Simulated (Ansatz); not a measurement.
The same path of CH₂OSTe (6 atoms, charge 0, multiplicity 1) was run 3 times with different band settings. The coordinate that changes most is the dihedral H5–C2–S3–Te4.

Theory: RKS PBE-D4/def2-SVP (Ansatz 0.2.0).

Relaxed end points:

```xyz
6
Properties=species:S:1:pos:R:3
O 1.361 0.585 -0.760
C 0.941 -0.530 -0.583
S -0.684 -1.033 0.018
Te -1.872 1.082 0.270
H 1.535 -1.471 -0.769
H -1.281 1.367 1.824
```

```xyz
6
Properties=species:S:1:pos:R:3
O 1.830 -1.333 -0.867
C 0.951 -0.552 -0.612
S -0.613 -1.086 0.152
Te -1.840 1.014 0.288
H 0.977 0.560 -0.806
H -1.305 1.397 1.844
```

Common settings: movable images 5; climbing image yes; start path IDPP; force threshold 0.05 eV/Å; iteration limit 60; end points relaxed.

| run | spring | optimiser |
| --- | --- | --- |
| 1 | 5.0 eV/Å² | quadratic models (default) |
| 2 | 5.0 eV/Å² | fire |
| 3 | 0.5 eV/Å² | quadratic models (default) |

**Question.** What does each run give, and how far can it be trusted?

**Answer.** Run 1: converged after 14 iterations, highest image 0.439 eV above the first end. A vibrational analysis at the climbing image gives one clearly imaginary mode, 215i cm⁻¹: a first-order saddle point.
Run 2: converged after 60 iterations, highest image 0.443 eV above the first end. The order of the stationary point at the top wasn't checked.
Run 3: converged after 14 iterations, highest image 0.439 eV above the first end. Another band between the same ends (5 images) ends at a top of the same energy, where a vibrational analysis finds 1 clearly imaginary mode.
